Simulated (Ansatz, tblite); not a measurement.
Cost and result up the ladder for [FeNF4]- (FeNF₄⁻) (6 atoms). The state is a singlet with charge -1. Geometry: B3LYP-D4/def2-SVPD.

Cartesian coordinates in Å:
```
Fe -0.038 0.030 0.042
N -0.904 0.719 1.004
F -0.752 0.400 -1.571
F -0.765 -1.609 -0.145
F 1.223 -0.775 1.048
F 1.236 1.234 -0.378
```

Ansatz on 4 threads of Intel Xeon on a shared host; xTB runs through tblite on one thread. Times are rough, summed over both states, and most runs start from the orbitals of an earlier one. No level here is sound enough to serve as a yardstick. The other state is a doublet.

The xTB rows come from tblite.

Run but left out: PBE0-D4/def2-TZVPD (singlet: restricted singlet, unstable towards broken spin symmetry).

Raw xTB energies of ions are shifted by several eV.

```
                          level  functions  wall time
                       GFN2-xTB         29    0.013 s
                       GFN1-xTB         29    0.018 s
PBE-D4/def2-TZVPD (with forces)        245       14 s
           r2SCAN-D4/def2-TZVPD        245       25 s
```

Q: Estimate what each level gives for the vertical IE (eV).

A: 
```tsv
level	vertical IE (eV)	remarks
GFN2-xTB	9.74	–
GFN1-xTB	11.83	–
PBE-D4/def2-TZVPD (with forces)	4.88	–
r2SCAN-D4/def2-TZVPD	5.14	spin-contaminated (⟨S²⟩ 1.02) (doublet)
```
